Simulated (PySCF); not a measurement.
Polarisability and C₆ of Ag²⁺ (silver, charge +2)

[Kr] 4d9, 2D determinant. Calculation: PySCF 2.14, in x2c-QZVPPall with one added diffuse shell each of s, p, d, f, g type (14s9p8d5f3g, 143 functions); the spin-free X2C one-electron Hamiltonian (Gaussian nucleus). Coupled (time-dependent) response in atomic units; α is the mean over directions.

| method | mean α (bohr³) | α xx, yy, zz | C₆ (like pair) | S(−4) |
| --- | --- | --- | --- | --- |
| PBE | 6.230 | 6.102, 6.102, 6.486 | 32.43 | 8.986 |

S(−4) is the Cauchy moment in α(ω) = α(0) + S(−4) ω² + …

Spin-orbit coupling is absent.

α(iu) at PBE:

```csv
u (hartree),α(iu) (bohr³)
0,6.230
0.0500,6.208
0.100,6.143
0.200,5.904
0.300,5.570
0.500,4.822
0.750,3.982
1.00,3.313
1.50,2.369
2.00,1.759
3.00,1.060
5.00,0.4966
```

For an ion, C₆ is the dispersion term alone; charge-induced terms of lower order in 1/R come first.

The components differ because the open shell of this determinant is not spherical; for a pure term their mean is the scalar polarisability.
